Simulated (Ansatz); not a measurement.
[InBrH3]- (InH₃Br⁻). The state is a singlet with charge -1. Geometry r2SCAN-D4/def2-TZVPD.

Cartesian coordinates in Å:
```
In 0.105 -0.040 -0.255
Br -0.901 0.340 2.182
H 1.020 1.428 -0.569
H -1.314 -0.242 -1.273
H 1.090 -1.487 -0.087
```

In the def2 sets In takes a core potential; there is no spin–orbit coupling. LC-ωPBE has ω = 0.4 bohr⁻¹.

**Question.** Estimate the orbital energies around the gap (eV) in Ansatz with r2SCAN-D4/def2-TZVPD, r2SCANh-D4/def2-TZVPD, PBE0-D4/def2-SVPD, CAM-B3LYP-D4/def2-TZVPD, LC-ωPBE/def2-TZVPD.

**Answer.** 
```json
{"orbital": "HOMO−9", "r2SCAN-D4/def2-TZVPD": "-14.06", "r2SCANh-D4/def2-TZVPD": "-15.01", "PBE0-D4/def2-SVPD": "-16.09", "CAM-B3LYP-D4/def2-TZVPD": "-17.52", "LC-ωPBE/def2-TZVPD": "-18.73"}
{"orbital": "HOMO−8", "r2SCAN-D4/def2-TZVPD": "-13.90", "r2SCANh-D4/def2-TZVPD": "-14.85", "PBE0-D4/def2-SVPD": "-15.94", "CAM-B3LYP-D4/def2-TZVPD": "-17.36", "LC-ωPBE/def2-TZVPD": "-18.56"}
{"orbital": "HOMO−7", "r2SCAN-D4/def2-TZVPD": "-13.90", "r2SCANh-D4/def2-TZVPD": "-14.85", "PBE0-D4/def2-SVPD": "-15.94", "CAM-B3LYP-D4/def2-TZVPD": "-17.36", "LC-ωPBE/def2-TZVPD": "-18.56"}
{"orbital": "HOMO−6", "r2SCAN-D4/def2-TZVPD": "-13.54", "r2SCANh-D4/def2-TZVPD": "-14.38", "PBE0-D4/def2-SVPD": "-15.20", "CAM-B3LYP-D4/def2-TZVPD": "-16.81", "LC-ωPBE/def2-TZVPD": "-18.29"}
{"orbital": "HOMO−5", "r2SCAN-D4/def2-TZVPD": "-6.09", "r2SCANh-D4/def2-TZVPD": "-6.62", "PBE0-D4/def2-SVPD": "-7.19", "CAM-B3LYP-D4/def2-TZVPD": "-8.82", "LC-ωPBE/def2-TZVPD": "-10.45"}
{"orbital": "HOMO−4", "r2SCAN-D4/def2-TZVPD": "-2.72", "r2SCANh-D4/def2-TZVPD": "-3.14", "PBE0-D4/def2-SVPD": "-3.62", "CAM-B3LYP-D4/def2-TZVPD": "-4.96", "LC-ωPBE/def2-TZVPD": "-6.36"}
{"orbital": "HOMO−3", "r2SCAN-D4/def2-TZVPD": "-2.64", "r2SCANh-D4/def2-TZVPD": "-3.09", "PBE0-D4/def2-SVPD": "-3.58", "CAM-B3LYP-D4/def2-TZVPD": "-4.96", "LC-ωPBE/def2-TZVPD": "-6.36"}
{"orbital": "HOMO−2", "r2SCAN-D4/def2-TZVPD": "-2.64", "r2SCANh-D4/def2-TZVPD": "-3.09", "PBE0-D4/def2-SVPD": "-3.58", "CAM-B3LYP-D4/def2-TZVPD": "-4.83", "LC-ωPBE/def2-TZVPD": "-6.14"}
{"orbital": "HOMO−1", "r2SCAN-D4/def2-TZVPD": "-1.83", "r2SCANh-D4/def2-TZVPD": "-2.26", "PBE0-D4/def2-SVPD": "-2.71", "CAM-B3LYP-D4/def2-TZVPD": "-4.03", "LC-ωPBE/def2-TZVPD": "-5.36"}
{"orbital": "HOMO", "r2SCAN-D4/def2-TZVPD": "-1.83", "r2SCANh-D4/def2-TZVPD": "-2.26", "PBE0-D4/def2-SVPD": "-2.71", "CAM-B3LYP-D4/def2-TZVPD": "-4.03", "LC-ωPBE/def2-TZVPD": "-5.36"}
{"orbital": "LUMO", "r2SCAN-D4/def2-TZVPD": "3.43", "r2SCANh-D4/def2-TZVPD": "3.57", "PBE0-D4/def2-SVPD": "3.50", "CAM-B3LYP-D4/def2-TZVPD": "3.70", "LC-ωPBE/def2-TZVPD": "4.23"}
{"orbital": "LUMO+1", "r2SCAN-D4/def2-TZVPD": "3.65", "r2SCANh-D4/def2-TZVPD": "3.73", "PBE0-D4/def2-SVPD": "3.85", "CAM-B3LYP-D4/def2-TZVPD": "3.90", "LC-ωPBE/def2-TZVPD": "4.55"}
{"orbital": "LUMO+2", "r2SCAN-D4/def2-TZVPD": "4.39", "r2SCANh-D4/def2-TZVPD": "4.52", "PBE0-D4/def2-SVPD": "4.61", "CAM-B3LYP-D4/def2-TZVPD": "4.70", "LC-ωPBE/def2-TZVPD": "5.25"}
{"orbital": "LUMO+3", "r2SCAN-D4/def2-TZVPD": "4.66", "r2SCANh-D4/def2-TZVPD": "4.71", "PBE0-D4/def2-SVPD": "5.01", "CAM-B3LYP-D4/def2-TZVPD": "4.70", "LC-ωPBE/def2-TZVPD": "5.25"}
{"orbital": "LUMO+4", "r2SCAN-D4/def2-TZVPD": "4.66", "r2SCANh-D4/def2-TZVPD": "4.71", "PBE0-D4/def2-SVPD": "5.01", "CAM-B3LYP-D4/def2-TZVPD": "4.77", "LC-ωPBE/def2-TZVPD": "5.44"}
{"orbital": "LUMO+5", "r2SCAN-D4/def2-TZVPD": "4.97", "r2SCANh-D4/def2-TZVPD": "5.05", "PBE0-D4/def2-SVPD": "5.51", "CAM-B3LYP-D4/def2-TZVPD": "5.10", "LC-ωPBE/def2-TZVPD": "5.74"}
```
